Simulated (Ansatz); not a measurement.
Total energies of BMe2(NH2) (C₂H₈BN) from Ansatz at PBE0-D4/def2-TZVP, gas phase (1 Eh = 27.2114 eV = 2625.5 kJ/mol). The reference geometry is relaxed at PBE0-D4/def2-SVP.

```xyz
12

B     0.0114    0.1461    0.1297
C     0.7418    0.2769   -1.2694
H     1.3029    1.2159   -1.4026
H     0.0075    0.2046   -2.0910
H     1.4437   -0.5614   -1.4213
C    -0.8015   -1.1643    0.4909
H    -1.2853   -1.1402    1.4807
H    -0.1380   -2.0464    0.4611
H    -1.5846   -1.3537   -0.2640
N     0.0817    1.1971    1.0518
H     0.5898    2.0544    0.8772
H    -0.3694    1.1710    1.9569
```

```csv
state,geometry,energy (Eh)
charge 0 singlet,reference,-160.55933
charge 1 doublet,reference,-160.17905
charge 1 doublet,relaxed at PBE0-D4/def2-SVP,-160.20666
free B atom (doublet),–,-24.61828
free C atom (triplet),–,-37.80537
free H atom (doublet),–,-0.50104
free N atom (quartet),–,-54.54382
```

Work out the vertical ionisation energy to the doublet.

E(charge 1 doublet) − E(charge 0 singlet) = -160.17905 − (-160.55933) = 0.38028 Eh = 10.35 eV. For comparison, −ε of the highest occupied level is 8.07 eV at this level, 2.28 eV less.

How much does the charge 1 doublet relax, and what is the adiabatic ionisation energy?

Relaxation: -160.17905 − (-160.20666) = 0.02761 Eh = 0.75 eV. Adiabatic ionisation energy: 0.35267 Eh = 9.60 eV, without zero-point energy. 

What is the binding energy per atom against free atoms?

Atoms: 1 × (-24.61828) + 2 × (-37.80537) + 8 × (-0.50104) + 1 × (-54.54382) = -158.78116 Eh. Binding: -158.78116 − (-160.55933) = 1.77817 Eh = 48.39 eV, or 4.03 eV for each of 12 atoms (no zero-point energy, no counterpoise term).
